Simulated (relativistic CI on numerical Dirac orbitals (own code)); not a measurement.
# Ti⁴⁺ in a cubic cluster: L2,3 absorption with charge transfer

Computed with a charge-transfer multiplet model of a cubic metal-ligand cluster with up to 2 ligand holes, Slater and spin-orbit integrals from Dirac-Coulomb-Breit ions, Slater integrals scaled by 0.8. The ground state mixes d0 with configurations of k ligand holes L, whose averages lie at kΔ + k(k − 1)U_dd/2; a core hole lowers each added d electron by U_cd. 300 K, Lorentzian 0.4 eV and Gaussian 0.3 eV FWHM.

Atomic integrals in eV (Slater integrals scaled, ζ unscaled), ground: F2dd 6.578, F4dd 4.090, zeta_d 0.013; with the core hole: F2dd 6.578, F4dd 4.090, zeta_d 0.032, zeta_core 3.741, F2cd 5.066, G1cd 3.785, G3cd 2.149. Where a configuration has fewer than two d electrons, the dd integrals are those of d2.

Cluster parameters (eV): Δ = 2.2, U_dd = 4, U_cd = 4.7, 10Dq(ligand) = 0.5, V(eg) = 3.5, V(t2g) = -1.71, final-state hopping factor = 0.9.

```tsv
Case	n_d	d0	d1L	d2L2	S
10Dq = 0.75 eV	0.84	0.32	0.51	0.17	0.00
10Dq = 1.65 eV	0.83	0.33	0.51	0.16	0.00
10Dq = 1.95 eV	0.83	0.33	0.51	0.16	0.00
```

Weights, n_d and S are thermal averages at 300 K. Photon energies count from the first peak over 30 % of the highest in each spectrum, which can be another peak from case to case. The parameters are a model scan and need not match a compound or its usual spin state. Peaks in eV (height, largest 100):
- 10Dq = 0.75 eV: -1.9 (21), 0.0 (95), 3.2 (24), 5.6 (100)
- 10Dq = 1.65 eV: 0.0 (36), 2.5 (71), 4.3 (18), 5.4 (36), 6.0 (31), 8.0 (100), 9.9 (8)
- 10Dq = 1.95 eV: -1.0 (5), 0.0 (43), 2.6 (65), 4.1 (19), 5.4 (47), 8.1 (100), 9.9 (9)

Curve for 10Dq = 1.95 eV (points under 2 left out, the grid thinned):

```json
{"E (eV)": "-2.0", "Intensity": "2.3"}
{"E (eV)": "-1.7", "Intensity": "2.8"}
{"E (eV)": "-1.4", "Intensity": "3.3"}
{"E (eV)": "-1.1", "Intensity": "5.1"}
{"E (eV)": "-0.8", "Intensity": "5.2"}
{"E (eV)": "-0.5", "Intensity": "10.1"}
{"E (eV)": "-0.2", "Intensity": "31.1"}
{"E (eV)": "0.1", "Intensity": "37.8"}
{"E (eV)": "0.4", "Intensity": "13.3"}
{"E (eV)": "0.7", "Intensity": "6.1"}
{"E (eV)": "1.0", "Intensity": "5.2"}
{"E (eV)": "1.3", "Intensity": "4.5"}
{"E (eV)": "1.6", "Intensity": "5.0"}
{"E (eV)": "1.9", "Intensity": "8.0"}
{"E (eV)": "2.2", "Intensity": "19.7"}
{"E (eV)": "2.5", "Intensity": "56.9"}
{"E (eV)": "2.8", "Intensity": "51.4"}
{"E (eV)": "3.1", "Intensity": "20.8"}
{"E (eV)": "3.4", "Intensity": "13.8"}
{"E (eV)": "3.7", "Intensity": "13.6"}
{"E (eV)": "4.0", "Intensity": "18.0"}
{"E (eV)": "4.3", "Intensity": "18.1"}
{"E (eV)": "4.6", "Intensity": "18.1"}
{"E (eV)": "4.9", "Intensity": "24.2"}
{"E (eV)": "5.2", "Intensity": "38.5"}
{"E (eV)": "5.5", "Intensity": "45.9"}
{"E (eV)": "5.8", "Intensity": "35.1"}
{"E (eV)": "6.1", "Intensity": "31.6"}
{"E (eV)": "6.4", "Intensity": "23.3"}
{"E (eV)": "6.7", "Intensity": "20.8"}
{"E (eV)": "7.0", "Intensity": "18.7"}
{"E (eV)": "7.3", "Intensity": "20.9"}
{"E (eV)": "7.6", "Intensity": "32.5"}
{"E (eV)": "7.9", "Intensity": "71.2"}
{"E (eV)": "8.2", "Intensity": "98.9"}
{"E (eV)": "8.5", "Intensity": "57.7"}
{"E (eV)": "8.8", "Intensity": "29.0"}
{"E (eV)": "9.1", "Intensity": "14.9"}
{"E (eV)": "9.4", "Intensity": "9.1"}
{"E (eV)": "9.7", "Intensity": "8.4"}
{"E (eV)": "10.0", "Intensity": "8.5"}
{"E (eV)": "10.3", "Intensity": "6.3"}
{"E (eV)": "10.6", "Intensity": "4.0"}
{"E (eV)": "10.9", "Intensity": "2.8"}
{"E (eV)": "11.2", "Intensity": "2.0"}
```

A d0 ion has no d-d gap: its lowest excitations are ligand-to-metal charge transfer. With the core hole the configuration with one ligand hole lies at Δ + U_dd − U_cd = 1.5 eV above the one without, against Δ in the ground state. The added d electron screens the hole, so the order of the configurations is kept and charge-transfer satellites are weaker than in photoemission.

With at most 2 ligand holes the space is cut while the next configuration still counts, so covalency is underestimated, and a final configuration with one more ligand hole, which can lie low, is missing from the spectra.
